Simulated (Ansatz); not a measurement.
Abridged output of a molecular run in Ansatz:

```
Functional definition: HF
1158 factors; integrals over basis functions are off by at most 6.8e-4 eV
mean field evaluation 1: about -43136.3719 eV, gradient 5.8e1 eV
mean field evaluation 2: about -43136.5551 eV, gradient 5.8e1 eV
mean field evaluation 4: about -43143.5740 eV, gradient 3.9e0 eV
mean field evaluation 8: about -43143.6457 eV, gradient 1.5e-1 eV
mean field -43143.64586621 eV, -1585.4997417696 hartree, gradient 1.1e-6 eV, S^2 0.000000; 0 other end points of the search recorded, 0 dependent functions left out
17 core orbitals not correlated: weight in the atoms' cores, before any rotation towards them, 1.000 or more for the frozen orbitals, at most 0.000 for the correlated occupied ones
reference -43143.64586621 eV, -1585.4997417696 hartree; 24, 24 occupied and 83, 83 virtual orbitals, 1158 factors
second order -29.17908678 eV of doubles, -0.00000000 eV of singles
cycle   1  -28.59660829 eV  change    5.8e-1 eV  update   2.0e-1
cycle   2  -29.43157849 eV  change   -8.3e-1 eV  update   9.2e-2
cycle   3  -29.66200353 eV  change   -2.3e-1 eV  update   3.4e-2
cycle   4  -29.65337015 eV  change    8.6e-3 eV  update   1.0e-2
cycle   5  -29.64329728 eV  change    1.0e-2 eV  update   4.0e-3
cycle   6  -29.64339789 eV  change   -1.0e-4 eV  update   1.4e-3
cycle   7  -29.64350929 eV  change   -1.1e-4 eV  update   7.0e-4
cycle   8  -29.64327925 eV  change    2.3e-4 eV  update   2.6e-4
cycle   9  -29.64339886 eV  change   -1.2e-4 eV  update   1.1e-4
cycle  10  -29.64351257 eV  change   -1.1e-4 eV  update   4.9e-5
cycle  11  -29.64342567 eV  change    8.7e-5 eV  update   2.0e-5
cycle  12  -29.64341610 eV  change    9.6e-6 eV  update   8.6e-6
perturbative correction -1.01086122 eV, -0.0371484648 hartree
Total energy: -43174.30014353 eV, -1586.6262656832 hartree
```

Its atoms:

```xyz
8

O     0.3953    1.6741    0.1716
Ta   -0.1771   -0.0999    0.3782
O     0.0743   -0.4406   -1.4623
Cl   -2.4454   -0.4095    0.2339
Cl   -0.2675    0.1675    2.6944
Cl    1.3210   -1.8450    0.7426
H     0.6733    2.0320   -0.6765
H     0.4262   -1.0786   -2.0819
```

**Question.** Which basis set was used?
A. def2-QZVPP
B. cc-pV(Q+d)Z
C. def2-SVP
D. def2-TZVPPD

**Answer.** C. It gives 124 functions.

**Question.** Write the keys of the input that set method, charge and spin (a neutral closed shell needs none for the last two).

**Answer.** 
```yaml
correlation: {method: ccsd_t}
```
